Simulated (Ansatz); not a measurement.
Stretching the P1–N2 bond in PN (multiplicity 1 held). Energies count from the point at 1.483 Å.


Signs of static correlation in cc-pV(T+d)Z, with CASSCF(10,8), from Ansatz (a quantum-chemistry and plane-wave program) runs.

| R (Å) | T1 of restricted CCSD | ⟨S²⟩ of UHF | largest double amplitude of restricted CCSD | weight of the CASSCF reference in MRCISD | CASSCF natural occupations |
|---|---|---|---|---|---|
| 1.186 | 0.014 | 0.000 | 0.065 | 0.932 | 2.00 1.99 1.98 1.96 1.96 0.05 0.05 0.02 |
| 1.334 | 0.016 | 0.000 | 0.086 | 0.930 | 2.00 1.99 1.98 1.94 1.94 0.06 0.06 0.02 |
| 1.483 | 0.019 | 0.694 | 0.111 | 0.927 | 2.00 1.99 1.97 1.92 1.92 0.09 0.09 0.03 |
| 1.631 | 0.023 | 1.252 | 0.140 | 0.925 | 1.99 1.99 1.96 1.89 1.89 0.12 0.12 0.04 |
| 1.779 | 0.028 | 1.589 | 0.172 | 0.922 | 1.99 1.99 1.94 1.84 1.84 0.17 0.17 0.06 |
| 2.002 | 0.037 | ___ | 0.227 | 0.919 | 1.99 1.99 1.91 1.72 1.72 0.28 0.28 0.10 |
| 2.224 | 0.073 | ___ | 0.295 | 0.917 | 2.00 1.99 1.82 1.52 1.52 0.48 0.48 0.18 |
| 2.595 | 0.055 | 2.840 | 0.447 | 0.916 | 2.00 2.00 1.56 1.21 1.21 0.79 0.79 0.45 |
| 2.965 | 0.059 | 2.950 | 0.636 | 0.916 | 2.00 2.00 1.33 1.09 1.09 0.91 0.91 0.68 |
| 3.410 | 0.065 | 2.991 | 0.759 | 0.916 | 2.00 2.00 1.17 1.04 1.04 0.96 0.96 0.83 |
| 4.003 | 0.067 | 3.004 | 0.812 | 0.917 | 2.00 2.00 1.07 1.01 1.01 0.99 0.99 0.93 |
| 4.745 | 0.065 | 3.006 | 0.830 | 0.917 | 2.00 2.00 1.03 1.00 1.00 1.00 1.00 0.97 |
| 5.931 | 0.062 | 3.006 | 0.834 | 0.917 | 2.00 2.00 1.00 1.00 1.00 1.00 1.00 1.00 |

Q: Complete the blanks.

A: 
- 2.002, ⟨S²⟩ of UHF: 1.970
- 2.224, ⟨S²⟩ of UHF: 2.469

Doubts at one or more of the structures used: a restricted determinant that unrestricted orbitals would lower (R-CCSD(T)/cc-pV(T+d)Z); other coupled-cluster roots lie near (R-CCSD(T)/cc-pV(T+d)Z); T1 above 0.05 (R-CCSD(T)/cc-pV(T+d)Z, U-CCSD(T)/cc-pV(T+d)Z); a spin-contaminated determinant (U-CCSD(T)/cc-pV(T+d)Z); the program's own flag: large difference (U-CCSD(T)/cc-pV(T+d)Z).
